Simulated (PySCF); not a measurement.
# Correlation energy of Dy⁵⁵⁺ (dysprosium, charge +55)

[Ne] 3s1, 2S determinant. All numbers are calculated (PySCF 2.14, the non-relativistic Hamiltonian (point nucleus), in an even-tempered Gaussian basis (16 s from 14 bohr⁻², ratio 2.5; 10 p from 18 bohr⁻², ratio 2.5; 4 d from 65 bohr⁻², ratio 2.7; 4 f from 97 bohr⁻², ratio 2.7)). Frozen: 1s2; 9 electrons correlated; the 17 highest virtual orbitals of each spin left out.

```tsv
level	correlation energy (mhartree)
CCSD	-320.37
(T)	-0.06
CCSD(T)	-320.43
```

Diagnostics: T1 = 4.6e-05, D1 = 0.0002, largest double amplitude 0.002.

Problem. Is a single reference adequate?

Solution. Yes, within this model without spin-orbit coupling: T1 lies below 0.03 and no double amplitude reaches 0.07.

At this charge a non-relativistic calculation is a model, useful for the Z dependence of the correlation energy.
